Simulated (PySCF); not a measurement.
## Polarisability and C₆ of Zr⁺ (zirconium, charge +1)

[Kr] 4d2 5s1, high-spin 4F determinant. Computed with PySCF 2.14 in aug-cc-pVTZ-PP with ECP28MDF (6s6p5d3f2g, 88 functions), with a scalar-relativistic core potential. Coupled (time-dependent) response in atomic units; α is the mean over directions.

```json
{"method": "UHF", "mean α (bohr³)": "78.70", "α xx, yy, zz": "78.70, 78.70, 78.70", "C₆ (like pair)": "719.0", "S(−4)": "4331"}
{"method": "PBE", "mean α (bohr³)": "56.81", "α xx, yy, zz": "56.81, 56.81, 56.81", "C₆ (like pair)": "483.4", "S(−4)": "1968"}
{"method": "PBE0", "mean α (bohr³)": "60.67", "α xx, yy, zz": "60.67, 60.67, 60.67", "C₆ (like pair)": "521.8", "S(−4)": "2324"}
{"method": "r2SCANh", "mean α (bohr³)": "61.29", "α xx, yy, zz": "61.26, 61.26, 61.33", "C₆ (like pair)": "540.9", "S(−4)": "2280"}
```

S(−4) is the Cauchy moment in α(ω) = α(0) + S(−4) ω² + …

Spin-orbit coupling is absent.

α(iu) at PBE:

| u (hartree) | α(iu) (bohr³) |
| --- | --- |
| 0 | 56.81 |
| 0.0500 | 52.35 |
| 0.100 | 42.82 |
| 0.200 | 26.54 |
| 0.300 | 17.83 |
| 0.500 | 10.28 |
| 0.750 | 6.544 |
| 1.00 | 4.678 |
| 1.50 | 2.783 |
| 2.00 | 1.840 |
| 3.00 | 0.9588 |
| 5.00 | 0.3850 |

For an ion, C₆ is the dispersion term alone; charge-induced terms of lower order in 1/R come first.

The components differ because the open shell of this determinant is not spherical; for a pure term their mean is the scalar polarisability.

Energies and moments cover only the electrons outside the core potential.
